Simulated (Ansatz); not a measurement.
Molecule: sum formula BH3S3, charge 0, multiplicity 1. 
Structure (B3LYP-D3(BJ)/def2-TZVP (Ansatz, an electronic-structure program) minimum search):
```xyz
7

S      1.3678    -1.1528    -0.2197
B     -0.0061     0.0105    -0.0032
S     -1.2405    -0.3290     1.2730
S      0.0074     1.4315    -1.1243
H      1.0136    -2.0175     0.7458
H     -2.0310     0.7403     1.0851
H     -1.1078     2.0304    -0.6788
```

Quantity: vertical triplet-singlet gap (E(triplet) - E(singlet); each state is the SCF solution reached for its spin), in kcal/mol. Valence correlation only, unless marked. Open shells are spin-unrestricted. No spin-orbit coupling. Non-relativistic. CBS marks a two-point X^-3 extrapolation of the correlation energy; Hartree-Fock from the larger set. [CCSD(T)-MP2]/basis is that difference in the basis named.

| level | program | vertical triplet-singlet gap (kcal/mol) |
|---|---|---|
| SVWN5/def2-TZVPD | Ansatz | 105.9 |
| BHLYP/def2-TZVPD | Ansatz | [?] |
| wB97X-V/def2-TZVPD | Ansatz | 120.9 |
| CCSD/aug-cc-pV(D+d)Z | Ansatz | [?] |
| RI-MP2/CBS(aug-cc-pV(T+d)Z,aug-cc-pV(Q+d)Z)+[CCSD(T)-MP2]/aug-cc-pV(T+d)Z | Ansatz | 121.9 |

### Question
Some entries are withheld; supply them.

### Answer

- BHLYP/def2-TZVPD, vertical triplet-singlet gap (kcal/mol): 116.9
- CCSD/aug-cc-pV(D+d)Z, vertical triplet-singlet gap (kcal/mol): 122.5
